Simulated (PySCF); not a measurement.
# Two-component Hartree-Fock for Pb³⁺ (lead, charge +3)

Start: [Xe] 4f14 5d10 6s1; 6s1/2 filled at m_j = +1/2. Calculated with PySCF 2.14 in x2c-SVPall-2c (7s11p7d2f, 89 functions): generalised Hartree-Fock with the X2C-1e Hamiltonian and a Gaussian nucleus; one run each with spin-orbit coupling (SO) switched off, then screened by Boettger's factors.

```
spinor shell  electrons  ε, spin-free (eV)  ε, screened SO (eV)  weight of nominal j (screened SO)  rms radius, screened SO (bohr)
       1s1/2          2           -88532.4             -88493.4                              1.000                          0.0181
       2s1/2          2           -16018.4             -16005.9                              1.000                          0.0730
       2p1/2          2           -13764.9             -15349.4                              1.000                          0.0617
       2p3/2          4           -13764.9             -13154.2                              1.000                          0.0700
       3s1/2          2            -3940.9              -3936.6                              1.000                           0.186
       3p1/2          2            -3284.9              -3641.1                              1.000                           0.178
       3p3/2          4            -3284.9              -3144.3                              1.000                           0.195
       3d3/2          4            -2602.2              -2662.6                              1.000                           0.171
       3d5/2          6            -2602.2              -2558.0                              1.000                           0.175
       4s1/2          2            -954.43              -953.05                              1.000                           0.408
       4p1/2          2            -735.75              -823.75                              1.000                           0.412
       4p3/2          4            -735.75              -700.65                              1.000                           0.446
       4d3/2          4            -476.24              -489.17                              1.000                           0.459
       4d5/2          6            -476.24              -466.32                              1.000                           0.464
       5s1/2          2            -196.00              -195.78                              1.000                           0.916
       4f5/2          6            -188.32              -190.44                              1.000                           0.495
       4f7/2          8            -188.32              -185.55                              1.000                           0.496
       5p1/2          2            -132.99              -149.51                              1.000                           0.981
       5d3/2          4            -57.773              -59.249                              0.993                            1.35
       5d5/2          6            -57.773              -56.643                              0.995                            1.37
       6s1/2          1            -40.882              -40.902                              1.000                            2.27
```

(1) Where does 5p3/2 lie, and what is the 5p spin-orbit splitting (screened SO)?

| quantity | spin-free | screened SO |
| --- | --- | --- |
| E (hartree) | -20862.64030 | -20900.32283 |
| M_J | 1/2 | 1/2 |
| ⟨J²⟩ | 0.751 | 0.751 |
| ⟨L²⟩ | 0.000 | 0.188 |
| ⟨S²⟩ | 0.751 | 0.939 |

Each row is a mean over spinors that exchange with the open shell spreads, by up to 0.541 eV (5s1/2).

Breit and QED terms are absent; they matter most for the inner s and p1/2 levels.

Densities and radii are taken from the X2C orbitals without a picture-change correction, which distorts them close to the nucleus.

Without spin-orbit coupling the j labels of p, d and f shells carry no meaning; the spin-free column gives the mean over the occupied spinors of each nl shell.

Results:

(1) At -126.54 eV, 22.976 eV above 5p1/2.
